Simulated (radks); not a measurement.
Problem. All-electron atom: Br XX in [Ne] 3s2 3p4. All-electron calculation, Dirac Kohn-Sham, PBE, spin-unpolarised, spherical densities, point nucleus; open shells are shared between the two j in proportion to 2j + 1. Program: a radial shooting solver on a logarithmic mesh with Libxc functionals. Some entries of the table are withheld. Estimate them.

orbital,occ.,eigenvalue (hartree),<r> (bohr)
1s1/2,2,-517.2257,(1)
2s1/2,2,-91.14169,0.1875
2p1/2,2,(2),(3)
2p3/2,4,(4),(5)
3s1/2,2,-31.45422,(6)
3p1/2,1.33333,-29.35412,(7)
3p3/2,2.66667,-28.97907,(8)

Solution. 
(1) 1s1/2 <r> (bohr): 0.04275
(2) 2p1/2 eigenvalue (hartree): -84.99116
(3) 2p1/2 <r> (bohr): 0.1611
(4) 2p3/2 eigenvalue (hartree): -83.21925
(5) 2p3/2 <r> (bohr): 0.1649
(6) 3s1/2 <r> (bohr): 0.4804
(7) 3p1/2 <r> (bohr): 0.4673
(8) 3p3/2 <r> (bohr): 0.4735
